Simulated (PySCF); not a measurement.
Computed IR spectrum (relative IR intensity) of a molecule C3H3F3. Geometry: PBE-D3(BJ)/def2-SVP. Other conformers were not sampled. Level of theory: PBE-D3(BJ)/def2-SVP (PySCF). Frequencies are harmonic and unscaled.

Lines under 2 % of the strongest are left out, and lines within 2 cm⁻¹ are merged.

```json
[
 {"ν (cm⁻¹)": "288", "relative intensity": "3.4"},
 {"ν (cm⁻¹)": "474", "relative intensity": "3.5"},
 {"ν (cm⁻¹)": "659", "relative intensity": "5.9"},
 {"ν (cm⁻¹)": "849", "relative intensity": "30"},
 {"ν (cm⁻¹)": "908", "relative intensity": "12"},
 {"ν (cm⁻¹)": "919", "relative intensity": "14"},
 {"ν (cm⁻¹)": "1088", "relative intensity": "100"},
 {"ν (cm⁻¹)": "1120", "relative intensity": "87"},
 {"ν (cm⁻¹)": "1238", "relative intensity": "49"},
 {"ν (cm⁻¹)": "1327", "relative intensity": "6.0"},
 {"ν (cm⁻¹)": "1334", "relative intensity": "14"},
 {"ν (cm⁻¹)": "1382", "relative intensity": "39"},
 {"ν (cm⁻¹)": "1713", "relative intensity": "37"},
 {"ν (cm⁻¹)": "2963", "relative intensity": "26"}
]
```

Task: Which molecule gave these data?
A) F/C=C\C(F)F
B) F[C@H]1CC1(F)F
C) C=C(F)C(F)F
D) C=CC(F)(F)F

Result: C, C=C(F)C(F)F
